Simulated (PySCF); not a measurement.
Job for PySCF: R-HF/3-21G on C4H4N2 (SMILES N#CCCC#N), a point of a torsion scan.

```python
from pyscf import gto, scf, dft, mp
from pyscf.data.elements import chemcore

mol = gto.M(
    atom='''
    N    -2.28001569    0.02443387    1.27556666
    C    -1.50114296    0.25722980    0.47379265
    C    -0.49848520    0.55323576   -0.52191040
    C     0.68686816   -0.42328802   -0.41822976
    C     0.25353497   -1.78575591   -0.61879746
    N    -0.09754406   -2.85799726   -0.79430704
    H    -0.96257526    0.48173162   -1.51045340
    H    -0.14883217    1.57860627   -0.37172299
    H     1.43601094   -0.17943482   -1.17685800
    H     1.15149372   -0.35110550    0.57001137
    ''',
    basis='3-21g',
    charge=0, spin=0, verbose=3, max_memory=1800)
mf = scf.RHF(mol)
mf.conv_tol = 1e-8
mf.max_cycle = 100
mf.kernel()
if not mf.converged:
    mf = mf.newton().run(mf.mo_coeff, mf.mo_occ)
```

Program output:

```
converged SCF energy = -261.220567839642
```

The calculation finished and met its thresholds.

Cost: very roughly 0.8 core-seconds.
